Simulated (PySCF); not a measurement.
# DyF: f occupation and spin

Unrestricted PBE0; basis Dy x2c-TZVPall, F x2c-TZVPall; spin-free X2C with a Gaussian nucleus; PySCF 2.14. The search starts from ions with several 4f fillings and holds each by maximum overlap.

The lowest solution has 2Ms+1 = 6, about 9.6 4f electrons, near 1.97 Å.

The lowest solution of each spin and filling, followed along the bond (rough minima from three points):

| 2Ms+1 | 4f population | ⟨S²⟩ at the start | R at minimum (Å) | Te (eV) |
| --- | --- | --- | --- | --- |
| 6 | 9.60 | 8.76 | 1.97 | 0.00 |
| 6 | 9.04 | 8.76 | 1.95 | 0.17 |
| 4 | 9.98 | 4.77 | 2.03 | 0.45 |
| 8 | 9.03 | 15.75 | 1.97 | 1.04 |

Solutions at the starting distance of 2.115 Å, counted from the lowest; the search is not exhaustive:

```json
{"2Ms+1": "6", "4f population": "9.60", "E (eV)": "0.00", "⟨S²⟩": "8.76", "⟨Lz²⟩": "11.1", "μ (D)": "-3.46"}
{"2Ms+1": "6", "4f population": "10.00", "E (eV)": "0.30", "⟨S²⟩": "8.76", "⟨Lz²⟩": "9.0", "μ (D)": "-3.95"}
{"2Ms+1": "4", "4f population": "9.98", "E (eV)": "0.32", "⟨S²⟩": "4.77", "⟨Lz²⟩": "11.8", "μ (D)": "-3.74"}
{"2Ms+1": "4", "4f population": "10.00", "E (eV)": "0.33", "⟨S²⟩": "4.77", "⟨Lz²⟩": "11.7", "μ (D)": "-3.75"}
{"2Ms+1": "6", "4f population": "9.04", "E (eV)": "0.39", "⟨S²⟩": "8.76", "⟨Lz²⟩": "8.7", "μ (D)": "-2.90"}
{"2Ms+1": "4", "4f population": "9.98", "E (eV)": "0.39", "⟨S²⟩": "4.78", "⟨Lz²⟩": "9.0", "μ (D)": "-3.77"}
{"2Ms+1": "6", "4f population": "9.05", "E (eV)": "0.45", "⟨S²⟩": "8.76", "⟨Lz²⟩": "10.0", "μ (D)": "-2.86"}
{"2Ms+1": "4", "4f population": "9.98", "E (eV)": "0.88", "⟨S²⟩": "4.79", "⟨Lz²⟩": "14.0", "μ (D)": "-3.67"}
{"2Ms+1": "8", "4f population": "9.03", "E (eV)": "1.06", "⟨S²⟩": "15.75", "⟨Lz²⟩": "14.0", "μ (D)": "-4.26"}
{"2Ms+1": "8", "4f population": "9.03", "E (eV)": "1.06", "⟨S²⟩": "15.75", "⟨Lz²⟩": "14.0", "μ (D)": "-4.32"}
{"2Ms+1": "4", "4f population": "9.95", "E (eV)": "1.19", "⟨S²⟩": "4.80", "⟨Lz²⟩": "7.4", "μ (D)": "-3.67"}
{"2Ms+1": "8", "4f population": "9.04", "E (eV)": "1.28", "⟨S²⟩": "15.75", "⟨Lz²⟩": "11.0", "μ (D)": "-2.40"}
{"2Ms+1": "8", "4f population": "9.04", "E (eV)": "1.53", "⟨S²⟩": "15.75", "⟨Lz²⟩": "11.0", "μ (D)": "-2.16"}
```

Partly filled real f orbitals mix terms, so no term symbols are given. A population far from a whole number shows f orbitals mixing with d and ligand orbitals, not a clean configuration. A positive dipole means Dy(−)F(+).

Spin–orbit coupling is left out. The state is the lowest single determinant that the PBE0 search found; with open d or f shells the true ground state can be another one.
